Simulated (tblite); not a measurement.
Species: C5H14P2.
Geometry (GFN2-xTB, Å), atoms numbered from 1 in this order:
```
atom  x, y, z in Å
C1    -3.0380    0.7501    0.4614
C2    -1.9942   -0.2636    0.0082
C3    -0.6532    0.4078   -0.2642
P4     0.6046   -0.7668   -0.9685
C5     0.9341   -1.7879    0.5386
C6     2.0774    0.3772   -0.8737
P7     2.4972    1.0963    0.7990
H8    -3.9822    0.2569    0.6796
H9    -2.7030    1.2653    1.3593
H10   -3.2099    1.4934   -0.3140
H11   -1.8734   -1.0269    0.7799
H12   -2.3376   -0.7639   -0.9012
H13   -0.2523    0.8580    0.6512
H14   -0.7888    1.2034   -1.0039
H15    0.1330   -2.5146    0.6584
H16    1.8690   -2.3287    0.3974
H17    1.0004   -1.1595    1.4280
H18    1.8557    1.2191   -1.5391
H19    2.9465   -0.1467   -1.2813
H20    3.3071    0.0417    1.2163
H21    3.5988    1.8063    0.3228
```

Calculated harmonic vibrations of the isolated species, GFN2-xTB (tblite), most abundant isotopes, no scaling. Errors from tens to a few hundred cm⁻¹ against measured bands are possible. Modes of hydrogen on phosphorus can be 10 to 20 % off. One conformer, not necessarily the lowest.

Harmonic wavenumbers (cm⁻¹): 55.3, 66.5, 87.5, 113.8, 180.1, 185.8, 225.1, 237.5, 245.0, 281.2, 331.9, 360.4, 607.2, 656.1, 710.0, 741.6, 751.0, 769.4, 830.6, 840.5, 864.8, 891.5, 899.9, 951.2, 1025.1, 1070.1, 1084.6, 1115.4, 1150.6, 1160.8, 1215.1, 1227.5, 1268.6, 1309.2, 1338.9, 1404.5, 1415.5, 1432.6, 1441.3, 1455.5, 1493.0, 1502.7, 1505.5, 2269.6, 2331.7, 2904.7, 2918.8, 2933.4, 2938.2, 2961.1, 2964.1, 2979.6, 3003.7, 3015.3, 3030.5, 3033.9, 3039.0.

A = 2452, B = 918.3, C = 800.2 MHz; mass 136.057 u (most abundant isotopes); point group C1, symmetry number 1.

Task: Zero-point energy?

Result: Half the sum of the wavenumbers: 38412 cm⁻¹ = 459.51 kJ/mol.

Task: What is S at 298.15 K and 1 bar for an ideal gas of classical rigid rotors and harmonic oscillators?

Result: Translation 170.13, rotation 123.71, vibration 138.91: S = 432.8 J/(mol K).

Task: And Cp and H(298.15 K) − H(0)?

Result: Cp = 171.90 J/(mol K), of which vibrations give 138.64 (their classical limit is 57 R = 473.9); H(298.15 K) − H(0) = 31.59 kJ/mol without the zero-point energy, 21.67 from vibrations.

Task: What must be added to the electronic energy to get the Gibbs energy at 298.15 K and 1 bar?

Result: ZPE + [H(298.15 K) − H(0)] − T·S = 459.51 + 31.59 − 129.03 = 362.07 kJ/mol.

Task: Blend soft modes into free rotors: weight 1/[1 + (100 cm⁻¹/ν̃)⁴] for the oscillator and the rest for a rotor with moment μB/(μ + B), μ = h/(8π²ν), B = 10⁻⁴⁴ kg m². What vibrational entropy results?

Result: 128.36 J/(mol K) in place of 138.91, which changes −T·S at 298.15 K by +3.15 kJ/mol.

Task: How do the functions run with temperature in this model?

Result: 
| T (K) | S (J/(mol K)) | Cp (J/(mol K)) | H − H(0) (kJ/mol) | G − H(0) (kJ/mol) | ln q(vib) |
| --- | --- | --- | --- | --- | --- |
| 150 | 339.0 | 110.0 | 10.85 | -40.00 | 3.48 |
| 250 | 404.4 | 150.6 | 23.83 | -77.28 | 6.54 |
| 400 | 489.5 | 216.1 | 51.38 | -144.43 | 10.91 |
| 600 | 591.3 | 286.5 | 102.04 | -252.73 | 16.52 |
| 900 | 721.8 | 356.7 | 199.34 | -450.30 | 24.42 |

q(vib) and H(0) count from the zero-point level.

Task: Which modes carry the vibrational entropy at 298.15 K?

Result: 55.3 cm⁻¹: 19.32; 66.5 cm⁻¹: 17.80; 87.5 cm⁻¹: 15.54; 113.8 cm⁻¹: 13.40; 180.1 cm⁻¹: 9.74; 185.8 cm⁻¹: 9.49 J/(mol K); the other 51 give 53.61 together.

Hindered rotation and anharmonicity are outside this model. Other conformers, if any are populated, would add a mixing term that is left out. The structure is chiral; the term R ln 2 for an equal mix with its mirror image is left out.
